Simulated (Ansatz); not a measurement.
AlNH₄OF₂, singlet: at a first-order saddle point.

Input (in.yaml):

```yaml
crystal:
  periodic: [false, false, false]
  atoms:
    - {symbol: Al, position_ang: [-0.595662, -0.680689, 0.105085]}
    - {symbol: O, position_ang: [-0.819410, 1.055101, -0.567834]}
    - {symbol: F, position_ang: [-1.039355, -1.824850, -0.994240]}
    - {symbol: F, position_ang: [-1.245384, -0.733899, 1.624817]}
    - {symbol: H, position_ang: [0.287563, 0.981052, -0.360008]}
    - {symbol: N, position_ang: [1.183647, -0.099581, 0.039643]}
    - {symbol: H, position_ang: [-1.286813, 1.740943, -0.085120]}
    - {symbol: H, position_ang: [1.699162, 0.018984, 0.900853]}
    - {symbol: H, position_ang: [1.816252, -0.457060, -0.662995]}
basis:
  gaussian: {orbitals: STO-3G}
hamiltonian: {xc: pbe, dispersion: d4}
```

Command:

```bash
ansatz run in.yaml --threads 4 --pin off --events-out ev --progress --plain --max-ram 9574MiB
```

The run's output (Ansatz 0.2.0):

```
Functional definition: PBE
  name "PBE"
  cite "Perdew, Burke & Ernzerhof, Phys. Rev. Lett. 77, 3865 (1996) doi:10.1103/PhysRevLett.77.3865"
  parent pbe
  parameter kappa = 0.804
  parameter beta = 0.06672455060314922
  exchange = pbe_x(kappa = kappa, mu = beta*pi^2/3)
  correlation = pbe_c(beta = beta)
437 factors; integrals over basis functions are off by at most 5.9e-5 eV
mean field evaluation 1: about -15412.2609 eV, gradient 3.2e1 eV
mean field evaluation 2: about -15409.3858 eV, gradient 4.6e1 eV
mean field evaluation 4: about -15415.7074 eV, gradient 1.5e0 eV
mean field evaluation 8: about -15415.6605 eV, gradient 2.9e-2 eV
mean field -15415.66053103 eV, -566.5150754054 hartree, gradient 1.2e-5 eV, S^2 0.000000; 0 other end points of the search recorded, 0 dependent functions left out
reference -15415.66055159 eV, -566.5150761608 hartree; 25, 25 occupied and 8, 8 virtual orbitals, 437 factors
Total energy: -15415.80647087 eV, -566.5204385955 hartree
```

Hardware: 4 CPU threads of an Arm Neoverse V1, shared host. Wall time about 0.4 s.
